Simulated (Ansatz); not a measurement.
Program: Ansatz. Geometries: PBE0-D4/def2-TZVP. ΔE: electronic, gas phase. CBS: MP2 limit from def2 TZ/QZ plus the TZ coupled-cluster correction, frozen cores. This one scheme is used for every species. Functionals use def2-TZVPP. B3LYP here is the variant with VWN-RPA as its local correlation; programs differ in this. One conformer a species, not always the lowest.

Consider the formal exchange of groups at a B–C bond: `COBC=O` + `CCl` → `COBCCl` + `C=O`.

Task: Is it downhill or uphill in electronic energy at CCSD(T)/CBS, and by how much? (An estimate is asked.)

Result: Ansatz gave: Downhill: ΔE = -0.07 eV.

Task: What do these levels give: B2PLYP, PBE, B3LYP, SCS-MP2/def2-TZVPP, MP2/def2-QZVPP, HF/CBS(def2)? (An estimate is asked.)

Result: Computed: B2PLYP -0.05, PBE -0.04, B3LYP -0.03, SCS-MP2/def2-TZVPP -0.08, MP2/def2-QZVPP -0.09, HF/CBS(def2) -0.03 eV.

Largest T1 diagnostic among the species: 0.015.

In def2-TZVPP, CCSD(T) changes the Hartree–Fock value by −0.04 eV (the triples alone add −0.00 eV) and MP2 by −0.06 eV. The D4 term adds −0.03 eV with B3LYP and −0.02 eV with PBE0; it sums over pairs of atoms, weighted by their polarisabilities, and B3LYP, whose exchange is more repulsive, gets the larger term.
